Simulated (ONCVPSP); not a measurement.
# tin (Sn), ONCV: configuration errors across variants

tin (Sn), optimised norm-conserving Vanderbilt (ONCV), made with ONCVPSP 4.0.1 (LDA (Perdew-Wang 92), scalar-relativistic). Core [Ar] 3d10, reference 4s2 4p6 4d10 5s1 (charge +3). Waves: 4s+5s: rc 1.40 bohr, ncon 4, nbas 9, qcut 6.7 1/bohr, 3 projectors, debl 3.2 Ha; 4p: rc 1.25 bohr, ncon 4, nbas 8, qcut 13.3 1/bohr, 1 projector; 4d: rc 1.30 bohr, ncon 5, nbas 10, qcut 12.1 1/bohr, 2 projectors, debl 3.4 Ha. Local part: polynomial inside 0.80 bohr (lpopt 5, dvloc0 1 Ha). Core correction: Teter function fitted to the true core (icmod 2), fcfact 0.3.

All-electron excitation energies from the reference (eV): (1) 4s2 4p6 4d10 5s2 5p2 -52.797; (2) 4s2 4p6 4d10 5s2 5p1 -45.705; (3) 4s2 4p6 4d10 5s2 -31.447; (4) 4s2 4p6 4d10 5s0 41.556.

Errors AE − PS in meV (a dash: test not solved or not reliable):

```
      change   (1)   (2)   (3)  (4)  bound ghosts  GHOST(+) flags above zero
        base  +348  +233  +1.6  -14          none                          s
 p: qcut 7.8  +563  +378  +1.8  -13          none                          s
p: qcut 10.5  +457  +305  +1.7  -13          none                          s
p: qcut 12.8  +365  +244  +1.6  -14          none                          s
p: qcut 14.5  +297  +198  +1.6  -14          none                          s
p: qcut 17.3  +219  +147  +1.5  -14          none                          s
```

**Question.** Give the same row for: p: qcut 19.7.

**Answer.** +691, +465, +2.0, -13; bound ghosts: none; GHOST(+) flags above zero: s.
